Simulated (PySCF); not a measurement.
acetylene (C₂H₂), SMILES C#C. Geometry optimised at PBE-D3(BJ)/def2-TZVPD.

TDDFT-PBE0/def2-TZVPD run with PySCF 2.14.0 puts the lowest singlet excitations at 6.66, 6.92, 6.92, 7.94, 7.94, 8.23 eV and the lowest triplet (TDA) at 5.25 eV.

### Question
What are the lowest singlet roots from EOM-CCSD/aug-cc-pVDZ (PySCF)? (An estimate is asked for; the answer gives what the named calculation found.)

### Answer
7.26, 7.56, 7.56, 8.26, 8.26, 8.61 eV; triplets 5.43, 6.48, 6.48 eV. S1 differs by 0.60 eV (second minus first; roots are paired by order, and the bases may differ).
